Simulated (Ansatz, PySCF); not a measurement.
Gas-phase reaction 4 R1 + R2 → 4 P1 + P2, each structure at its B3LYP-D3(BJ)/def2-TZVP stationary point, reached from a drawn start (curvature not checked).
P1: H2 (SMILES [H][H]), charge 0, multiplicity 1.
R1: HCl (SMILES Cl), charge 0, multiplicity 1.
R2: SiH4 (SMILES [SiH4]), charge 0, multiplicity 1.
P2, SiCl4 (SMILES Cl[Si](Cl)(Cl)Cl) (charge 0, multiplicity 1):
```xyz
5

Si     0.00002     0.00000     0.00001
Cl    -0.94598    -1.04446     1.46467
Cl     0.63802    -1.28206    -1.44233
Cl    -1.28797     1.34648    -0.81183
Cl     1.59601     0.98003     0.78957
```

P less R. No zero-point or thermal terms.

Correlated levels freeze the cores. CBS(a, b) extrapolates the correlation energy as X⁻³ and adds the Hartree–Fock energy of set b.

Run with Ansatz (a program for electronic structure) with Gaussian orbitals; PySCF for the D3/D4 terms. No computed number here is a measurement.

```
level                                  reaction energy (eV)
-------------------------------------  --------------------
BLYP-D3(BJ)/def2-TZVPP                               -3.100
revPBE/def2-TZVPP                                    -2.849
B97M-V/def2-TZVPP                                    -3.109
PBE0/def2-TZVPP                                      -2.861
B2PLYP-D3(BJ)/def2-TZVPP                             -3.096
SCS-MP2/cc-pV(D+d)Z                                  -2.353
SCS-MP2/cc-pV(T+d)Z                                  -2.997
CCSD(T)/cc-pV(D+d)Z                                  -2.159
CCSD(T)/CBS(cc-pV(T+d)Z, cc-pV(Q+d)Z)                   [?]
```

Problem. Fill in the missing entries.

Solution. 
- CCSD(T)/CBS(cc-pV(T+d)Z, cc-pV(Q+d)Z), reaction energy (eV): -3.142
